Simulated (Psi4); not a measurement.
methylsilane (CH6Si), singlet, at a GFN2-xTB geometry.

Input for Psi4:
```
memory 2 GB

molecule {
0 1
  C    -0.01298196    0.00392095   -1.25022897
  Si    0.00669850   -0.00202315    0.64510011
  H    -0.01147190   -1.00712268   -1.64830101
  H    -0.89650587    0.50641306   -1.63436438
  H     0.85673226    0.51618733   -1.65253877
  H     0.00413621    1.37681588    1.13946736
  H    -1.17977102   -0.70041180    1.14524608
  H     1.21099302   -0.68708334    1.12046299
}

set basis def2-sv(p)

energy('ccsd')
print_variables()
```

**Question.** What does this run give for the total energy, coupled-cluster correlation energy (without the perturbative part), nuclear repulsion energy?

**Answer.** 
| Item | Value |
|---|---|
| total energy | -330.4149 Eh |
| coupled-cluster correlation energy (without the perturbative part) | -0.2581 Eh |
| nuclear repulsion energy | 62.7681 Eh |
